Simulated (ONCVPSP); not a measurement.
Building the ONCV potential for arsenic (As) (LDA (Perdew-Wang 92), non-relativistic).

The input file (ONCVPSP 4.0.1):

```
# ATOM AND REFERENCE CONFIGURATION
# atsym  z   nc   nv     iexc    psfile
  As 33.00    3    5  -001012      upf
#
#   n    l    f
    1    0    2.00
    2    0    2.00
    2    1    6.00
    3    0    2.00
    3    1    6.00
    3    2   10.00
    4    0    2.00
    4    1    3.00
#
# PSEUDOPOTENTIAL AND OPTIMIZATION
# lmax
    2
#
#   l,   rc,      ep,       ncon, nbas, qcut
    0    1.20    0.00    4    7    8.30
    1    0.90    0.00    3    6   15.20
    2    0.70    0.00    3    8   18.30
#
# LOCAL POTENTIAL
# lloc, lpopt,  rc(5),   dvloc0
    2    5    0.70    0.00
#
# VANDERBILT-KLEINMAN-BYLANDER PROJECTORs
# l, nproj, debl
    0    2    2.50
    1    2    1.10
    2    0    3.40
#
# MODEL CORE CHARGE
# icmod, fcfact, rcfact
    1    0.20    0.00
#
# LOG DERIVATIVE ANALYSIS
# epsh1, epsh2, depsh
   -8.00    5.00    0.04
#
# OUTPUT GRID
# rlmax, drl
    6.00    0.01
#
# TEST CONFIGURATIONS
# ncnf
    4
# nvcnf
#   n    l    f
    5
    3    0    2.00
    3    1    6.00
    3    2   10.00
    4    0    2.00
    4    1    2.00
#
    5
    3    0    2.00
    3    1    6.00
    3    2   10.00
    4    0    2.00
    4    1    1.00
#
    5
    3    0    2.00
    3    1    6.00
    3    2   10.00
    4    0    2.00
    4    1    0.00
#
    5
    3    0    1.00
    3    1    6.00
    3    2   10.00
    4    0    2.00
    4    1    3.00
#
```

Command:

```bash
oncvpspnr.x < As.dat > As.out
```

The program printed (shortened: citation, most of the input echo, consistency checks and plot data are left out):

```
ONCVPSP  (Optimized Norm-Conservinng Vanderbilt PSeudopotential)
scalar-relativistic version 4.0.1

#   n    l    f        energy (Ha)
    1    0    2.00    -4.2333619E+02
    2    0    2.00    -5.3092929E+01
    2    1    6.00    -4.7527781E+01
    3    0    2.00    -6.7305450E+00
    3    1    6.00    -4.8515253E+00
    3    2   10.00    -1.5425733E+00
    4    0    2.00    -5.2361225E-01
    4    1    3.00    -1.9749017E-01

Reference configufation results
  iterations    23
  all-electron total energy (Ha)   -2.23252037D+03

Begin loop to  construct optimized pseudo wave functions
and semi-local pseudopoentials for all angular momenta

Calculating optimized projector #   1

 for l=   0

    Fraction of norm inside rc  0.983071
    Optimizing pswf for qcut=   8.29 a_B^-1,  ecut=  34.34 Ha
    Residual kinetic energy error=  6.75D-06 Ha

    Energy error per electron        Cutoff
         Ha          eV             Ha
         0.01000     0.27211       18.53
         0.00100     0.02721       23.23
         0.00010     0.00272       27.23
         0.00001     0.00027       31.60

Calculating optimized projector #   2

 for l=   0

    Fraction of norm inside rc  0.117249
    Optimizing pswf for qcut=   8.29 a_B^-1,  ecut=  34.34 Ha
    Residual kinetic energy error=  1.78D-04 Ha

    Energy error per electron        Cutoff
         Ha          eV             Ha
         0.01000     0.27211       14.44
         0.00100     0.02721       19.39
         0.00010     0.00272       46.23
         0.00001     0.00027      113.18

Calculating optimized projector #   1

 for l=   1

    Fraction of norm inside rc  0.869721
    Optimizing pswf for qcut=  15.22 a_B^-1,  ecut= 115.83 Ha
    Residual kinetic energy error=  2.79D-07 Ha

    Energy error per electron        Cutoff
         Ha          eV             Ha
         0.01000     0.27211       52.22
         0.00100     0.02721       65.99
         0.00010     0.00272       77.74
         0.00001     0.00027       87.75

Calculating optimized projector #   2

 for l=   1

    Fraction of norm inside rc  0.026702
    Optimizing pswf for qcut=  15.22 a_B^-1,  ecut= 115.83 Ha
    Residual kinetic energy error=  2.88D-08 Ha

    Energy error per electron        Cutoff
         Ha          eV             Ha
         0.01000     0.27211       36.87
         0.00100     0.02721       51.50
         0.00010     0.00272       64.78
         0.00001     0.00027       75.34

Calculating optimized projector #   1

 for l=   2

    Fraction of norm inside rc  0.616815
    Optimizing pswf for qcut=  18.31 a_B^-1,  ecut= 167.71 Ha
    Residual kinetic energy error=  1.95D-04 Ha

    Energy error per electron        Cutoff
         Ha          eV             Ha
         0.01000     0.27211      132.22
         0.00100     0.02721      152.57
         0.00010     0.00272      229.54
         0.00001     0.00027      731.18

Construct Vanderbilt / Kleinmman-Bylander projectors

B matrix Hermiticity error, ll=   0
   1   2    1.1108E-08

  Orthonormal projector coefficients  3.6966E+01  5.1707E+00

B matrix Hermiticity error, ll=   1
   1   2    8.8025E-09

  Orthonormal projector coefficients  2.1857E+01 -1.6470E+01

Model core correction analysis
  based on d2Exc/dn_idn_j

d2excae - all-electron derivatives

   -4.456416D-02   -4.250311D-02   -3.588009D-02   -3.000058D-03
   -1.569147D-03
   -4.250318D-02   -4.171000D-02   -3.541270D-02   -3.093575D-03
   -1.642734D-03
   -3.588027D-02   -3.541282D-02   -3.451106D-02   -3.221171D-03
   -1.629975D-03
   -3.000087D-03   -3.093600D-03   -3.221193D-03   -1.224406D-03
   -5.212274D-04
   -1.569167D-03   -1.642752D-03   -1.629991D-03   -5.212325D-04
   -2.310187D-04

d2excps - pseudofunction derivatives with no core correction

   -5.299769D-02   -4.488115D-02   -4.161959D-02   -4.096609D-03
   -1.903293D-03
   -4.488149D-02   -4.398341D-02   -4.079082D-02   -3.258999D-03
   -1.778007D-03
   -4.161985D-02   -4.079089D-02   -3.871429D-02   -3.563698D-03
   -1.886062D-03
   -4.096872D-03   -3.259025D-03   -3.563728D-03   -1.340892D-03
   -5.439215D-04
   -1.903340D-03   -1.778027D-03   -1.886084D-03   -5.439266D-04
   -2.394319D-04

rms 2nd derivative error    3.046994E-03

Polynomial model core charge

d2excps - pseudofunction derivatives with core correction

   -4.133536D-02   -4.016366D-02   -3.741527D-02   -2.950660D-03
   -1.613922D-03
   -4.016359D-02   -4.134151D-02   -3.820026D-02   -2.820747D-03
   -1.622177D-03
   -3.741529D-02   -3.820034D-02   -3.609501D-02   -3.180886D-03
   -1.734395D-03
   -2.950677D-03   -2.820764D-03   -3.180908D-03   -1.227227D-03
   -5.167015D-04
   -1.613936D-03   -1.622193D-03   -1.734413D-03   -5.167066D-04
   -2.301104D-04

rms 2nd derivative error    1.333478E-03

Pseudoatom total energy -331.330361

Diagnostic tests using Vanderbilt-Kleinman-Bylander pseudopotentials
  1 or more projectors used as specified by nproj input data

   l    rcore       rmatch      e in        delta e   norm test  slope test

   0   1.2029503   1.2394745  -6.7305450   0.0000001   1.0000002   1.0000002
   0   1.2029503   1.2394745  -0.5236123   0.0000000   1.0000000   1.0000000

   1   0.9027025   0.9301105  -4.8515253  -0.0000056   1.0000004   0.9999994
   1   0.9027025   0.9301105  -0.1974902   0.0000004   1.0000041   1.0000005

   2   0.7021493   0.7234680  -1.5425733  -0.0001252   0.9999811   0.9999030

 Testing for bound ghosts
   n   l    E NL Schr. Eq   E Basis Diag.   E Cutoff

   1   0       -6.730545       -6.728847    132.08
   2   0       -0.523612       -0.465893    132.08

   2   1       -4.851531       -4.850783    190.74
   3   1       -0.197490        0.311045    190.74

 Testing for highly-localized positive-energy ghosts
       l    <radius>/rc     E Basis Diag.   E Cutoff

       0        0.850726        8.656955    132.08  WARNING - GHOST(+)

Test configuration 0

   n   l     f        eae           eps        diff
   1   0  2.0000 -423.33618992
   2   0  2.0000  -53.09292896
   2   1  6.0000  -47.52778061
   3   0  2.0000   -6.73054500   -6.73054486    1.35D-07
   3   1  6.0000   -4.85152530   -4.85153095   -5.65D-06
   3   2 10.0000   -1.54257331   -1.54269854   -1.25D-04
   4   0  2.0000   -0.52361225   -0.52361225    0.00D+00
   4   1  3.0000   -0.19749017   -0.19748982    3.51D-07

    Total energies and differences
      AE_ref= -2.23252037D+03  AE_tst= -2.23252037D+03  dif=  0.00D+00
      PS_ref= -3.31330361D+02  PS_tst= -3.31330361D+02  dif=  5.12D-13
      PSP excitation error= -5.12D-13

Test configuration 1

   n   l     f        eae           eps        diff
   1   0  2.0000 -423.69994778
   2   0  2.0000  -53.45360217
   2   1  6.0000  -47.88889990
   3   0  2.0000   -7.09018582   -7.09004815    1.38D-04
   3   1  6.0000   -5.21110525   -5.21101463    9.06D-05
   3   2 10.0000   -1.90134854   -1.90147230   -1.24D-04
   4   0  2.0000   -0.84880334   -0.84879361    9.73D-06
   4   1  2.0000   -0.49810430   -0.49810062    3.68D-06

    Total energies and differences
      AE_ref= -2.23252037D+03  AE_tst= -2.23217690D+03  dif=  3.43D-01
      PS_ref= -3.31330361D+02  PS_tst= -3.30986890D+02  dif=  3.43D-01
      PSP excitation error=  1.93D-06

Test configuration 2

   n   l     f        eae           eps        diff
   1   0  2.0000 -424.13467712
   2   0  2.0000  -53.88195457
   2   1  6.0000  -48.31813989
   3   0  2.0000   -7.51607634   -7.51582621    2.50D-04
   3   1  6.0000   -5.63683045   -5.63658218    2.48D-04
   3   2 10.0000   -2.32541699   -2.32557106   -1.54D-04
   4   0  2.0000   -1.21954856   -1.21952276    2.58D-05
   4   1  1.0000   -0.84284117   -0.84282315    1.80D-05

    Total energies and differences
      AE_ref= -2.23252037D+03  AE_tst= -2.23150955D+03  dif=  1.01D+00
      PS_ref= -3.31330361D+02  PS_tst= -3.30319553D+02  dif=  1.01D+00
      PSP excitation error=  1.18D-05

Test configuration 3

   n   l     f        eae           eps        diff
   1   0  2.0000 -424.62905852
   2   0  2.0000  -54.36613480
   2   1  6.0000  -48.80371812
   3   0  2.0000   -7.99598721   -7.99567901    3.08D-04
   3   1  6.0000   -6.11643899   -6.11596297    4.76D-04
   3   2 10.0000   -2.80239123   -2.80261067   -2.19D-04
   4   0  2.0000   -1.62335541   -1.62330517    5.02D-05

    Total energies and differences
      AE_ref= -2.23252037D+03  AE_tst= -2.23048048D+03  dif=  2.04D+00
      PS_ref= -3.31330361D+02  PS_tst= -3.29290516D+02  dif=  2.04D+00
      PSP excitation error=  4.50D-05

Test configuration 4

   n   l     f        eae           eps        diff
   1   0  2.0000 -424.37590347
   2   0  2.0000  -54.02202238
   2   1  6.0000  -48.46726879
   3   0  1.0000   -7.55431343   -7.58733137   -3.30D-02
   3   1  6.0000   -5.66918996   -5.68074550   -1.16D-02
   3   2 10.0000   -2.33721826   -2.35186260   -1.46D-02
   4   0  2.0000   -0.95007565   -0.95165737   -1.58D-03
   4   1  3.0000   -0.56699504   -0.56697440    2.06D-05

    Total energies and differences
      AE_ref= -2.23252037D+03  AE_tst= -2.22538727D+03  dif=  7.13D+00
      PS_ref= -3.31330361D+02  PS_tst= -3.24181545D+02  dif=  7.15D+00
      PSP excitation error= -1.57D-02
```

oncvpspnr.x prints “scalar-relativistic version” in its banner although the run is non-relativistic.

The run took about 4.5 s on one core of a shared server CPU.
